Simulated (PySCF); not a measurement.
# Two-component Hartree-Fock for Pm⁴⁺ (promethium, charge +4)

Start: [Xe] 4f3; 4f5/2 filled at m_j = +1/2, +3/2, +5/2. Calculated with PySCF 2.14 in x2c-TZVPPall-2c (11s11p10d4f2g, 140 functions): generalised Hartree-Fock with the X2C-1e Hamiltonian and a Gaussian nucleus; one run each with spin-orbit coupling (SO) switched off, then screened by Boettger's factors.

```csv
spinor shell,electrons,"ε, spin-free (eV)","ε, screened SO (eV)",weight of nominal j (screened SO),"rms radius, screened SO (bohr)"
1s1/2,2,-45459.4,-45452.1,1.000,0.0264
2s1/2,2,-7551.3,-7549.1,1.000,0.107
2p1/2,2,-6742.9,-7136.1,1.000,0.0918
2p3/2,4,-6742.9,-6571.9,1.000,0.0980
3s1/2,2,-1738.7,-1737.9,1.000,0.277
3p1/2,2,-1479.3,-1560.3,1.000,0.269
3p3/2,4,-1479.3,-1443.5,1.000,0.282
3d3/2,4,-1123.1,-1138.2,0.998,0.254
3d5/2,6,-1123.1,-1112.1,0.999,0.257
4s1/2,2,-409.85,-409.58,1.000,0.627
4p1/2,2,-321.47,-340.68,0.988,0.646
4p3/2,4,-321.47,-312.80,0.994,0.673
4d3/2,4,-192.90,-199.06,0.841,0.728
4d5/2,6,-192.90,-188.55,0.894,0.736
5s1/2,2,-96.152,-96.103,1.000,1.47
5p1/2,2,-70.106,-73.382,0.973,1.60
5p3/2,4,-70.106,-68.629,0.986,1.68
4f5/2,3,-64.798,-64.860,0.813,0.932
```

```csv
quantity,spin-free,screened SO
E (hartree),-10011.03334,-10016.40566
M_J,9/2,9/2
⟨J²⟩,27.755,26.685
⟨L²⟩,42.004,41.639
⟨S²⟩,3.751,3.696
```

The determinant has a definite M_J but mixes levels of different J.

Each row is a mean over spinors that exchange with the open shell spreads, by up to 11.461 eV (4d3/2).

Rows whose weight is well below 1 are mixtures of j = l ± 1/2: exchange outweighs spin-orbit coupling there, and the label is only the starting occupation.

Breit and QED terms are absent; they matter most for the inner s and p1/2 levels.

Densities and radii are taken from the X2C orbitals without a picture-change correction, which distorts them close to the nucleus.

Without spin-orbit coupling the j labels of p, d and f shells carry no meaning; the spin-free column gives the mean over the occupied spinors of each nl shell, and its ⟨J²⟩ belongs to a mixture of degenerate components.
